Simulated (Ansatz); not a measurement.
Input for Ansatz (a first-principles code): U-CCSD(T)/cc-pV(T+d)Z on H7Si3 (SMILES [SiH3][SiH][SiH3]), 2S+1 = 2, atoms moved off the minimum. Files ending in .json are basis or fitting sets from the Basis Set Exchange.

Ansatz 0.2 input:
```yaml
crystal:
  periodic: [false, false, false]
  atoms:
    - {symbol: Si, position_ang: [1.95696396, 0.08388702, 0.39704437]}
    - {symbol: Si, position_ang: [-0.03289545, -0.01563607, -0.87338122]}
    - {symbol: Si, position_ang: [-1.99094654, -0.06390077, 0.29367675]}
    - {symbol: H, position_ang: [2.33210998, -1.12460773, 1.09822954]}
    - {symbol: H, position_ang: [1.86227565, 1.15475099, 1.36134841]}
    - {symbol: H, position_ang: [3.19099215, 0.37423954, -0.54944921]}
    - {symbol: H, position_ang: [0.08675850, -0.96324528, -1.93016121]}
    - {symbol: H, position_ang: [-2.10405071, -1.41062305, 1.08733818]}
    - {symbol: H, position_ang: [-3.10930365, 0.13921508, -0.57338949]}
    - {symbol: H, position_ang: [-1.95043068, 0.97762392, 1.40516096]}
basis:
  gaussian:
    orbitals: cc-pV_T+d_Z.json
magnetization: {spin_polarized: true, initial_magnetization: 1}
correlation: {method: ccsd_t, electrons: outside_noble_gas}
scf: {omitted_lower_state_checks: [cluster_reference]}
output: {forces: true}
```

The head of its log:

```
WARN ansatz: RAYON_NUM_THREADS=4 ignored (pool sized by the plan → 4); use --threads N
Functional definition: HF
these checks for a lower state are left out or cut short: cluster_reference
integrals: 1.66 GiB planned
1243 factors; integrals over basis functions are off by at most 8.0e-4 eV
mean field: 1.05 GiB planned
mean field evaluation 1: about -23695.4967 eV, gradient 1.2e1 eV
mean field evaluation 2: about -23695.4984 eV, gradient 1.2e1 eV
mean field evaluation 4: about -23697.4415 eV, gradient 9.4e-1 eV
mean field evaluation 8: about -23697.4591 eV, gradient 1.5e-3 eV
mean field -23697.45913530 eV, -870.8655605076 hartree, gradient 2.8e-6 eV, S^2 0.762684; 0 other end points of the search recorded, 0 dependent functions left out
15 core orbitals not correlated
reference -23697.45913530 eV, -870.8655605076 hartree; 10, 9 occupied and 190, 191 virtual orbitals, 1243 factors
densities: 6.24 GiB planned
```

**Question.** Give the final energy of this run.

**Answer.** -871.3089 hartree (reference determinant -870.8656, T1 diagnostic 0.015).
